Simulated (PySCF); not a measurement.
Compound: C₄H₇Al.
SMILES: `CC#[C][AlH][CH3]`

Jobs on this species (12 atoms, 44 electrons) with PySCF (density fitting). Hardware of each: an Arm Neoverse V1 with one thread, no GPU (shared host). Other jobs ran on the host; a repeat could differ by tens of per cent or more.

```json
{"level and settings": "PBE0-D3(BJ)/def2-SVP, grid level 1", "work": "geometry optimisation from a GFN2-xTB start", "basis functions": "109", "SCF cycles": "?", "wall time": "?"}
{"level and settings": "PBE0/def2-SVPD", "work": "10 singlets by full TDDFT, 4 Tamm–Dancoff triplets, polarisability, ΔSCF ions", "basis functions": "160", "SCF cycles": "?", "wall time": "?"}
{"level and settings": "delta-SCF UKS SCAN, pcX-2 on the ionised atom, pcseg-1 elsewhere, spin-free X2C", "work": "ΔSCF core ionisation, 6 holes", "basis functions": "151", "SCF cycles": "103", "wall time": "37 s"}
{"level and settings": "PBE0/pcSseg-1", "work": "shieldings, charges and field gradients", "basis functions": "127", "SCF cycles": "14", "wall time": "8.7 s"}
{"level and settings": "wB97X-D/pcSseg-2", "work": "shieldings", "basis functions": "285", "SCF cycles": "13", "wall time": "40 s"}
```

Fill in the missing figures.

- PBE0-D3(BJ)/def2-SVP, grid level 1; geometry optimisation from a GFN2-xTB start: 24 s, 44 SCF cycles
- PBE0/def2-SVPD; 10 singlets by full TDDFT, 4 Tamm–Dancoff triplets, polarisability, ΔSCF ions: 87 s, 14 SCF cycles

What do all jobs in the table cost together?

About 3.3 min; the longest takes about 44 % of that, and about 10 times as long as the shortest.
